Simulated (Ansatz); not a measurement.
A run of Ansatz (development build ahead of 0.2.0) on singlet ZrF₄ at this shape:

```xyz
5

Zr    0.0000    0.0000    0.0000
F     1.0942    1.0942    1.0942
F     1.0942   -1.0942   -1.0942
F    -1.0942    1.0942   -1.0942
F    -1.0942   -1.0942    1.0942
```

Its results:

```yaml
Converged: yes
Reference_energy: -444.80977 hartree
Correlation_energy: -1.31459 hartree
Total_energy: -446.12436 hartree
Spin_squared_of_the_determinant: 0.000
```

**Question.** Which input gives this output? Name the method, the orbitals and the basis set, and write the input.

**Answer.** RHF-MP2 in def2-TZVP. The basis set brings a core potential for Zr, so the total leaves out those core electrons. An unrestricted run that stays on the closed shell gives the same numbers.

```yaml
crystal:
  periodic: [false, false, false]
  atoms:
    - { symbol: Zr, position_ang: [0.0, 0.0, 0.0] }
    - { symbol: F, position_ang: [1.09418, 1.09418, 1.09418] }
    - { symbol: F, position_ang: [1.09418, -1.09418, -1.09418] }
    - { symbol: F, position_ang: [-1.09418, 1.09418, -1.09418] }
    - { symbol: F, position_ang: [-1.09418, -1.09418, 1.09418] }
basis:
  gaussian: { orbitals: def2-TZVP }
hamiltonian:
  xc: hf
correlation:
  method: mp2
  frozen_orbitals: { F: 1, Zr: 0 }
```

Caution: no unrestricted run beside it, a lower state can exist; other spin multiplicities were not run.
